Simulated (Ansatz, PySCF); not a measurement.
Process, species as SMILES: O=BCl + H+ → [OH+]=BCl
Geometries: B3LYP-D3(BJ)/def2-TZVP minima from Ansatz (an electronic-structure program).

Quantity: proton affinity (electronic energy difference), positive where the reaction releases energy, in kJ/mol. Correlated levels leave the core frozen unless marked. No spin-orbit coupling. Non-relativistic. Basis-set limits of correlation are two-point, X^-3; Hartree-Fock from the larger set.

```tsv
level	program	proton affinity (kJ/mol)
M06-L-D4/def2-TZVPD	PySCF + dftd4	743.2
r2SCAN/def2-TZVPD	Ansatz	734.6
r2SCAN-D4/def2-TZVPD	Ansatz + dftd4	734.6
B3LYP-D3(BJ)/def2-TZVPD	Ansatz + dftd3	733.7
B3LYP-D4/def2-TZVPD	Ansatz + dftd4	731.9
BHLYP/def2-TZVPD	Ansatz	(withheld)
LC-wPBE/def2-TZVPD	Ansatz	(withheld)
B2PLYP/def2-TZVPD	Ansatz	(withheld)
CCSD(T)/CBS(cc-pV(T+d)Z,cc-pV(Q+d)Z)	Ansatz	726.1
```

**Question.** Complete the blanks.

**Answer.** 
- BHLYP/def2-TZVPD, proton affinity (kJ/mol): 741.8
- LC-wPBE/def2-TZVPD, proton affinity (kJ/mol): 736.4
- B2PLYP/def2-TZVPD, proton affinity (kJ/mol): 722.7
